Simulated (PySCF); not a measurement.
**Excited states of Pb⁴⁺ (lead, charge +4)**

Ground state [Xe] 4f14 5d10, ¹S. Calculation: PySCF 2.14, in def2-TZVPPD with one added diffuse shell each of s, p, d, f type with the def2 core potential (60 electrons) (8s6p5d3f, 72 functions); a scalar-relativistic core potential. Vertical excitation energies in eV without spin-orbit coupling; excited terms of each kind are numbered among those the solver found. Frozen: 5s2 5p6.

```csv
term,leading excitation,EOM-EE-CCSD
1 3D,5d → s,15.139
1 1D,5d → s,16.079
1 3P°,5d → p,27.252
1 3F°,5d → p,27.789
1 1F°,5d → p,28.220
1 1D°,5d → p,28.746
1 3D°,5d → p,28.808
1 1P°,5d → p,28.894
1 3G,5d → d,41.840
1 1G,5d → d,42.011
1 1F,5d → d,42.385
1 3F,5d → d,42.390
2 3D,5d → s,43.067
2 1D,5d → s,43.251
```

The spin-orbit splitting of the hole, absent here, rivals or exceeds the spacing of these terms, so the LS terms are model states.

The solver can miss terms.
